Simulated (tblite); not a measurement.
Compound: C₄H₈F₂O₃Si.
Atom-mapped SMILES: `[CH2:1]=[C:2]([O:3][SiH3:4])[O:5][C:6]([F:7])([F:8])[O:9][CH3:10]` (hydrogens: H11, H12 on C1; H13, H14, H15 on Si4; H16, H17, H18 on C10)

Computed geometry: GFN2-xTB, gas phase.

Q: Give the optimised bond lengths and angles.

A: 
```json
{"bond": "C1=C2", "length (pm)": "132.1", "order": "double"}
{"bond": "C2–O3", "length (pm)": "132.1", "order": "single"}
{"bond": "O3–Si4", "length (pm)": "164.6", "order": "single"}
{"bond": "C2–O5", "length (pm)": "140.5", "order": "single"}
{"bond": "O5–C6", "length (pm)": "134.3", "order": "single"}
{"bond": "C6–F7", "length (pm)": "134.9", "order": "single"}
{"bond": "C6–F8", "length (pm)": "137.8", "order": "single"}
{"bond": "C6–O9", "length (pm)": "133.7", "order": "single"}
{"bond": "O9–C10", "length (pm)": "142.9", "order": "single"}
{"bond": "C1–H11", "length (pm)": "107.3", "order": "single"}
{"bond": "C1–H12", "length (pm)": "107.1", "order": "single"}
{"bond": "Si4–H13, Si4–H15", "length (pm)": "145.7", "order": "single"}
{"bond": "Si4–H14", "length (pm)": "146.3", "order": "single"}
{"bond": "C10–H16, C10–H17, C10–H18", "length (pm)": "109.0", "order": "single"}
```

Bonds in one row agree within 1 pm and their mean is given. Orders are formal, as drawn. A selection of angles:
```json
{"angle": "C1–C2–O3", "degrees": "124.0"}
{"angle": "C1–C2–O5", "degrees": "126.1"}
{"angle": "O3–C2–O5", "degrees": "109.9"}
{"angle": "C2–O3–Si4", "degrees": "127.5"}
{"angle": "C2–O5–C6", "degrees": "121.9"}
{"angle": "O5–C6–F7", "degrees": "112.2"}
{"angle": "O5–C6–F8", "degrees": "110.0"}
{"angle": "O5–C6–O9", "degrees": "112.7"}
{"angle": "F7–C6–F8", "degrees": "104.0"}
{"angle": "F7–C6–O9", "degrees": "107.0"}
{"angle": "F8–C6–O9", "degrees": "110.6"}
{"angle": "C6–O9–C10", "degrees": "115.3"}
```

Dihedral angles: C1–C2–O3–Si4 -179° (antiperiplanar); C1–C2–O5–C6 -7° (synperiplanar); C2–O5–C6–F7 -53° (synclinal); O5–C6–O9–C10 -57° (synclinal). The mirror-image conformer, all signs reversed, is as good.

The 2 C–F bonds span 1.349 Å (C6–F7, drawn single) to 1.378 Å (C6–F8, drawn single), a spread of 0.029 Å. The C–O distances run from 1.321 Å (C2–O3, drawn single) to 1.429 Å (O9–C10, drawn single), a spread of 0.108 Å. Si4 (oxygen-bound silicon) is distorted tetrahedral (angles from 97.2° to 114.2°). Of the pairs four or more bonds apart, F8···H12 is among the closest relative to their van der Waals radii: 2.43 Å, 91 % of the sum of Bondi's values.

Point group: C1 (no symmetry element, even within 0.4 Å). Its GFN2-xTB frequencies are all real (lowest 24 cm⁻¹). The numbers are those of one conformer.

Time: 1.6 s wall. Hardware: one thread, Arm Neoverse N1 (aarch64) (shared host). These figures are those of the optimisation.
